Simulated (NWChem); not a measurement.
C5H5F; SMILES C#CCC(=C)F

```xyz
11

C      0.2078     2.5721    -0.4486
C     -0.1704     1.5412     0.0591
C     -0.6326     0.2990     0.6715
C     -0.0450    -0.9323     0.0490
C     -0.7054    -1.9395    -0.5125
F      1.2868    -0.9511     0.1249
H      0.5463     3.4851    -0.9024
H     -0.3661     0.3081     1.7443
H     -1.7302     0.2382     0.6178
H     -0.1657    -2.7976    -0.9163
H     -1.7928    -1.9167    -0.5783
```
Atoms are numbered in this order, from 1.

Results from NWChem. Pople sets run with spherical d functions. Medium grid unless said otherwise, to which SCAN and Minnesota functionals are sensitive. Structure relaxed at the PBE0/def2-SVP level. Hybrids' shares of exact exchange are those that their runs print; pure functionals count as 0. The functionals differ in more than this share.

```
row               share of exact exchange  orbital gap (eV)
----------------  -----------------------  ----------------
PBE/6-31G*                           0.00              5.55
PW91/6-31G*                          0.00              5.55
B3LYP/6-31G*                         0.20              7.39
MN15/6-31G*                          0.44              9.25
BHandHLYP/6-31G*                     0.50          withheld
```

Problem. Fit a straight line of the last column on the one before it, predict the withheld value, and compare with the run.

Solution. 
1. Means of the 4 shown rows: x = 0.160, y = 6.935. Slope Σ(x − x̄)(y − ȳ)/Σ(x − x̄)² = 1.110/0.1312 = 8.457; intercept 5.582.
2. The shown rows scatter about the line by 0.068 (root mean square); the largest residual is +0.12, at B3LYP/6-31G*.
3. At x = 0.50 (BHandHLYP/6-31G*; beyond the shown range) the line gives 9.81.
4. The run gives 10.16, +0.35 from the line, 5.2 times the scatter.
